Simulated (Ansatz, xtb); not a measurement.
# Two structures of CHNZn

Structure I is `N#[C][ZnH]`, a singlet and structure II is a singlet given by its coordinates. Both are isolated molecules in the gas phase, relaxed with PBE0-D4/def2-TZVP.

I (Å):

```json
{"atom": "C", "x (Å)": "0.0000", "y (Å)": "0.0000", "z (Å)": "-1.0447"}
{"atom": "N", "x (Å)": "0.0000", "y (Å)": "0.0000", "z (Å)": "-2.1985"}
{"atom": "Zn", "x (Å)": "0.0000", "y (Å)": "0.0000", "z (Å)": "0.8602"}
{"atom": "H", "x (Å)": "0.0000", "y (Å)": "0.0000", "z (Å)": "2.3831"}
```

II (Å):

```xyz
4

C     0.0000    0.0000   -2.1694
N     0.0000    0.0000   -0.9983
Zn    0.0000    0.0000    0.8272
H     0.0000    0.0000    2.3405
```

Close contacts (Å): C1–N2 1.17, N2–Zn3 1.83, Zn3–H4 1.51.

Quicker runs give these differences E(II) − E(I): GFN2-xTB +4.4 kcal/mol; HF/STO-3G −17.9 kcal/mol (at GFN2-xTB geometries); r2SCAN-D4/def2-SVP +5.1 kcal/mol (at GFN2-xTB geometries).

**Question.** Which of the two would you expect CCSD(T)/def2-TZVPP electronic energies to favour?

**Answer.** Structure I; the calculation gives E(II) − E(I) = +6.1 kcal/mol.

How the difference moves with the method:

```
             level           geometry  E(II) − E(I) (kcal/mol)  departure from the last row (kcal/mol)  job, with rough time for the two
          GFN2-xTB           GFN2-xTB                      +4.4                                    −1.7              optimisation, 0.11 s
         HF/STO-3G           GFN2-xTB                     −17.9                                   −24.0              single point, 0.64 s
r2SCAN-D4/def2-SVP           GFN2-xTB                      +5.1                                    −0.9               single point, 1.9 s
 PBE0-D4/def2-TZVP  PBE0-D4/def2-TZVP                      +6.1                                     0.0                optimisation, 12 s
     HF/def2-TZVPP  PBE0-D4/def2-TZVP                      −0.4                                    −6.5           part of the CCSD(T) run
    MP2/def2-TZVPP  PBE0-D4/def2-TZVP                      +8.7                                    +2.6           part of the CCSD(T) run
CCSD(T)/def2-TZVPP  PBE0-D4/def2-TZVP                      +6.1                                                        single point, 14 s
```

HF/STO-3G puts the two in the other order. HF/def2-TZVPP finds them nearly level. The largest departure from CCSD(T)/def2-TZVPP is that of HF/STO-3G, 24.0 kcal/mol.

With harmonic frequencies from PBE0-D4/def2-TZVP (ideal gas, rigid rotor, one conformer each, 298.15 K, 1 atm): the zero-point term adds −0.4 kcal/mol; ΔH is +5.9 and ΔG +5.4 kcal/mol.

The correlated steps freeze 7 core orbitals; the last core shell of Zn is correlated, in a basis made for valence electrons. Codes used: Ansatz 0.2.0, xtb 6.7.1; the last row on 2 threads of Arm Neoverse V1 on a shared host.
